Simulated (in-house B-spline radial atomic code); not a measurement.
Radial electron density of Ru2+, [Kr] 4d6. Level of theory: scalar-relativistic (X2C) TPSSh, spin-polarised, spherical fractional occupations, exact exchange averaged over the configuration, Fermi nucleus of rms radius 4.4809 fm; calculated with a B-spline radial code for spherical atoms.

One-electron X2C: radii and densities carry no picture-change correction, so inner-shell <1/r> comes out high (for 1s by about 2 % at Z = 33, 5 % at 54, 10 % at 75, 30 % at 118) and <r> low.

Columns: r (bohr), 4πr²n(r) (electrons per bohr), bar.

```
 0.00101    1.395 #
 0.00123    1.932 #
 0.00151    2.701 ##
 0.00184    3.713 ##
 0.00224    5.069 ###
 0.00274    6.924 ####
 0.00335    9.367 ######
 0.00409    12.51 ########
 0.00499    16.47 ##########
 0.00609    21.35 #############
 0.00744    27.16 #################
 0.00908    33.69 #####################
  0.0111    40.62 ##########################
  0.0135    47.08 ##############################
  0.0165     52.5 #################################
  0.0202    55.73 ###################################
  0.0246    56.04 ###################################
  0.0301    53.59 ##################################
  0.0367    49.85 ###############################
  0.0449    47.35 ##############################
  0.0548    48.93 ###############################
  0.0669    55.45 ###################################
  0.0816    64.23 #########################################
  0.0997    69.67 ############################################
   0.122    66.65 ##########################################
   0.149     56.3 ####################################
   0.181    46.71 ##############################
   0.222    45.31 #############################
    0.27    51.27 ################################
    0.33    54.33 ##################################
   0.403       46 #############################
   0.492    30.08 ###################
   0.601    17.33 ###########
   0.734    13.33 ########
   0.896    14.11 #########
    1.09     13.5 #########
    1.34    9.933 ######
    1.63    5.905 ####
    1.99    2.879 ##
    2.43    1.182 #
    2.97   0.3985 
    3.62   0.1071 
    4.43  0.01964 
     5.4 0.002334
```

On this grid the curve has 4 maxima, near 0.0246, 0.0997, 0.33, 0.896 bohr.

The 4d down radial function P(r) = rR(r), positive near the nucleus:

```tsv
r (bohr)	P
0.0111	0.0008587
0.0165	0.002531
0.0246	0.007295
0.0367	0.02007
0.0548	0.0515
0.0816	0.1182
0.122	0.234
0.181	0.3673
0.27	0.4089
0.403	0.1948
0.601	-0.2829
0.896	-0.7435
1.34	-0.8365
1.99	-0.5911
2.97	-0.2694
4.43	-0.06835
```
